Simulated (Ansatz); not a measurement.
A structure relaxed at PBE0-D4/def2-TZVP in Ansatz, charge 0, doublet:

Cartesian coordinates in Å:
```
Au 0.105 -0.078 -0.552
Au 0.249 -2.300 0.734
I -0.353 2.378 -0.181
```

Task: Give its formula and point group.

Result: Au₂I. Point group Cs (tolerance 0.1 Å).

Task: Summarise the bond lengths by kind (pairs closer than 1.2 times the sum of covalent radii, bridged metal pairs left out).

Result: 1 × Au–Au 2.57 Å; 1 × Au–I 2.53 Å.

In the def2 sets Au, I take a core potential; there is no spin–orbit coupling. The relaxation made no stability test and no search for a lower SCF solution. The structure comes from a short search, and lower isomers may exist.
